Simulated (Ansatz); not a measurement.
Geometry optimisation, Ansatz, RKS r2SCAN/6-31G*.

The input (input.yaml):

```yaml
crystal:
  periodic: [false, false, false]
  atoms:
    - { symbol: B, position_ang: [-0.625475, 0.56226, -0.483646] }
    - { symbol: C, position_ang: [1.700434, -0.26991, 1.053874] }
    - { symbol: C, position_ang: [-0.222965, -0.323312, -1.708229] }
    - { symbol: C, position_ang: [-1.563082, 0.156083, 0.698052] }
    - { symbol: H, position_ang: [1.490822, 0.708451, 0.640386] }
    - { symbol: Cl, position_ang: [-0.171534, 2.339953, -0.590655] }
    - { symbol: H, position_ang: [2.734021, -0.541762, 0.818499] }
    - { symbol: H, position_ang: [1.571039, -0.240087, 2.139407] }
    - { symbol: H, position_ang: [1.035334, -1.02856, 0.634879] }
    - { symbol: H, position_ang: [-0.335271, -1.398591, -1.526046] }
    - { symbol: H, position_ang: [-0.892537, -0.058798, -2.542534] }
    - { symbol: H, position_ang: [0.793468, -0.119729, -2.06454] }
    - { symbol: H, position_ang: [-1.34619, 0.688963, 1.630012] }
    - { symbol: H, position_ang: [-1.580937, -0.923554, 0.888921] }
    - { symbol: H, position_ang: [-2.587026, 0.448693, 0.41172] }
basis:
  gaussian: { orbitals: "6-31G*" }
hamiltonian:
  xc: r2scan
relax:
  f_tol: 0.03
  max_steps: 50
```

Run as:

```bash
$ ansatz run input.yaml --threads 2 --pin off --max-ram 3072MiB --backend cpu --events-out ev --progress --plain --runs-dir out
```

**Question.** Where does it end, and by what steps?

**Answer.** The run converged. The force dipped under the threshold on the way, but the program's further checks kept it going. After 16 steps the energy has fallen by 0.112 eV; H7 moved furthest, 0.65 Å.

```json
{"step": "0", "energy less start (eV)": "0.0000", "largest force component (eV/Å)": "0.709", "accepted": "yes"}
{"step": "1", "energy less start (eV)": "-0.0830", "largest force component (eV/Å)": "0.490", "accepted": "yes"}
{"step": "2", "energy less start (eV)": "-0.0666", "largest force component (eV/Å)": "0.902", "accepted": "no"}
{"step": "3", "energy less start (eV)": "-0.1038", "largest force component (eV/Å)": "0.031", "accepted": "yes"}
{"step": "4", "energy less start (eV)": "-0.1068", "largest force component (eV/Å)": "0.051", "accepted": "yes"}
{"step": "5", "energy less start (eV)": "-0.1079", "largest force component (eV/Å)": "0.047", "accepted": "yes"}
{"step": "6", "energy less start (eV)": "-0.1055", "largest force component (eV/Å)": "0.246", "accepted": "no"}
{"step": "7", "energy less start (eV)": "-0.1083", "largest force component (eV/Å)": "0.009", "accepted": "yes"}
{"step": "8", "energy less start (eV)": "-0.1088", "largest force component (eV/Å)": "0.050", "accepted": "yes"}
{"step": "9", "energy less start (eV)": "-0.1091", "largest force component (eV/Å)": "0.078", "accepted": "yes"}
{"step": "10", "energy less start (eV)": "-0.1093", "largest force component (eV/Å)": "0.077", "accepted": "yes"}
{"step": "11", "energy less start (eV)": "-0.1099", "largest force component (eV/Å)": "0.099", "accepted": "yes"}
{"step": "12", "energy less start (eV)": "-0.1103", "largest force component (eV/Å)": "0.055", "accepted": "yes"}
{"step": "13", "energy less start (eV)": "-0.1107", "largest force component (eV/Å)": "0.015", "accepted": "yes"}
{"step": "14", "energy less start (eV)": "-0.1109", "largest force component (eV/Å)": "0.098", "accepted": "yes"}
{"step": "15", "energy less start (eV)": "-0.1113", "largest force component (eV/Å)": "0.023", "accepted": "yes"}
{"step": "16", "energy less start (eV)": "-0.1116", "largest force component (eV/Å)": "0.011", "accepted": "yes"}
```

```xyz
15
Properties=species:S:1:pos:R:3
B -0.816 0.649 -0.613
C 1.945 -0.358 1.204
C -0.417 -0.280 -1.808
C -1.597 0.205 0.667
H 1.882 0.635 0.750
Cl -0.439 2.391 -0.786
H 2.992 -0.592 1.417
H 1.371 -0.371 2.135
H 1.540 -1.106 0.515
H -0.573 -1.345 -1.605
H -1.015 -0.011 -2.692
H 0.628 -0.122 -2.106
H -1.367 0.811 1.551
H -1.462 -0.857 0.903
H -2.672 0.351 0.466
```

The run took 68 s on 2 threads of Arm Neoverse V1, with other jobs on the host, peak memory 0.17 GiB.
